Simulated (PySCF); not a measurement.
Ir(51+): ionisation energy

Ir(51+) [Ar] 3d8 (3F) → Ir(52+) [Ar] 3d7 (4F), as a difference of total energies. All numbers are calculated (PySCF 2.14, the spin-free X2C one-electron Hamiltonian (Gaussian nucleus), in an even-tempered Gaussian basis (17 s from 12 bohr⁻², ratio 2.5; 13 p from 16 bohr⁻², ratio 2.5; 7 d from 16 bohr⁻², ratio 2.5; 4 f from 64 bohr⁻², ratio 2.7; 3 g from 96 bohr⁻², ratio 2.7)). Correlated levels: outer shells: [Ne] frozen; virtual orbitals above 40 to 60 times the deepest correlated orbital energy dropped. The calculations carry no spin-orbit coupling.

| method | ionisation energy (eV) |
| --- | --- |
| UHF | 4838.9 |
| LDA | 4838.6 |
| PBE | 4838.7 |
| PBE0 | 4839.4 |
| r2SCAN | 4840.9 |
| MN15 | 4838.2 |
| M06 | 4841.7 |
| MP2 (outer shells) | 4840.4 |
| SCS-MP2 (outer shells) | 4840.3 |

Spin-orbit coupling is strong in these open shells (close to jj coupling). The scalar numbers leave it out and a first-order estimate fails, so it can dominate the gap to the real levels.

Breit and QED terms and the two-electron picture change are absent.

For comparison: 4806 ± 4 eV (theoretical estimate listed by NIST; NIST Atomic Spectra Database, ionization energies).
